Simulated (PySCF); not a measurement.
CH4Si, SMILES [SiH2]=C (connectivity only; charge and spin as stated), charge +1, multiplicity 2. Atoms are numbered in the order given.

```xyz
6

C      0.0000     0.0000    -1.2091
Si     0.0000     0.0000     0.5861
H      0.0000     0.9212    -1.7838
H      0.0000    -0.9212    -1.7838
H      0.0000    -1.2751     1.3084
H      0.0000     1.2751     1.3084
```
Charge +1, spin multiplicity 2.

Geometry optimised at B3LYP-D3(BJ)/def2-TZVP. The multiplicity is an assumed one; other spin states were not compared.

Method: PBE/pcH-1 (PySCF).

Unrestricted Kohn–Sham, ⟨S²⟩ = 0.752. Hyperfine tensors hold the contact and dipolar terms, without spin-orbit corrections.

Problem. Estimate the hyperfine couplings. (The exact figures need the calculation; the answer reports its results.)

Solution. 
```
nucleus     A(iso) (MHz)  A(iso) (G)  dipolar principal values (MHz)
----------  ------------  ----------  ------------------------------
13C no. 1           47.9        17.1             -59.9, -59.6, 119.4
29Si no. 2         -23.0        -8.2               -70.6, 33.0, 37.6
1H no. 3           -49.2       -17.5               -27.4, -2.6, 29.9
1H no. 4           -49.2       -17.5               -27.4, -2.6, 29.9
1H no. 5           -22.0        -7.9                 -5.9, -1.6, 7.5
1H no. 6           -22.0        -7.9                 -5.9, -1.6, 7.5
```

Problem. And the g tensor (effective nuclear charges for spin-orbit coupling, GIAO)? (The exact figures need the calculation; the answer reports its results.)

Solution. principal values 2.0010, 2.0022, 2.0047; isotropic 2.0026.
